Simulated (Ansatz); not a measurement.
Program: Ansatz. Geometries: PBE0-D4/def2-TZVP. ΔE: electronic, gas phase. CCSD(T)/CBS adds triple-zeta CCSD(T) − MP2 to the extrapolated MP2 energy (def2 sets, frozen cores). Functionals use def2-TZVPP. B3LYP here is the variant with VWN-RPA as its local correlation; programs differ in this. Each species was taken in one conformer, which may not be the lowest.

Reaction (formal exchange of groups at a C–Si bond): `O[SiH]([SiH3])CCl` + `O[SiH](F)F` → `O[Si](F)(F)CCl` + `O[SiH2][SiH3]`

`O[SiH]([SiH3])CCl`:

Cartesian coordinates in Å:
```
O -0.814 0.570 1.696
Si 0.205 -0.114 0.597
Si -1.078 -1.556 -0.730
C 1.005 1.234 -0.452
Cl 1.772 2.415 0.657
H -0.441 1.281 2.224
H 1.325 -0.842 1.260
H -2.144 -0.800 -1.442
H -1.704 -2.621 0.097
H -0.196 -2.197 -1.745
H 1.786 0.846 -1.108
H 0.282 1.784 -1.054
```

`O[SiH](F)F`:

```xyz
6

O     0.879    0.316   -0.865
Si   -0.078   -0.121    0.359
F    -0.995   -1.349   -0.040
F    -1.076    1.045    0.751
H     0.508    0.580   -1.709
H     0.762   -0.471    1.504
```

`O[Si](F)(F)CCl`:

```xyz
9

O    -1.769   -0.024   -0.540
Si   -0.235   -0.525   -0.577
F    -0.269   -2.099   -0.456
F     0.459   -0.176   -1.955
C     0.802    0.177    0.796
Cl    0.604    1.956    0.789
H    -1.938    0.918   -0.501
H     0.483   -0.187    1.773
H     1.863   -0.040    0.671
```

`O[SiH2][SiH3]`:

```xyz
9

O    -1.023    1.729   -0.507
Si    0.106    0.569   -0.847
Si    0.387   -0.952    0.919
H    -1.912    1.436   -0.302
H    -0.256   -0.196   -2.076
H     1.367    1.307   -1.106
H     1.372   -2.001    0.536
H    -0.909   -1.620    1.230
H     0.866   -0.271    2.152
```

| level | ΔE (kJ/mol) | difference from CCSD(T)/CBS |
| --- | --- | --- |
| PBE-D4 | 6.1 | -2.6 |
| r2SCAN-D4 | 4.2 | -4.5 |
| B3LYP-D4 | 6.9 | -1.8 |
| ωB97X-V | 6.2 | -2.5 |
| ωB97M-V | 6.2 | -2.5 |
| B2PLYP | 7.9 | -0.8 |
| PBE | 5.5 | -3.2 |
| PBE0 | 5.0 | -3.7 |
| B3LYP | 6.0 | -2.7 |
| SCS-MP2/def2-TZVPP | 9.9 | 1.2 |
| CCSD/def2-TZVPP | 6.9 | -1.8 |
| HF/def2-QZVPP | 5.1 | -3.6 |
| MP2/def2-QZVPP | 11.8 | 3.1 |
| HF/CBS(def2) | 5.1 | -3.6 |
| MP2/CBS(def2) | 12.2 | 3.5 |
| CCSD/CBS(def2) | 8.0 | -0.7 |
| CCSD(T)/CBS | 8.7 | 0 |

Largest T1 diagnostic among the species: 0.012.
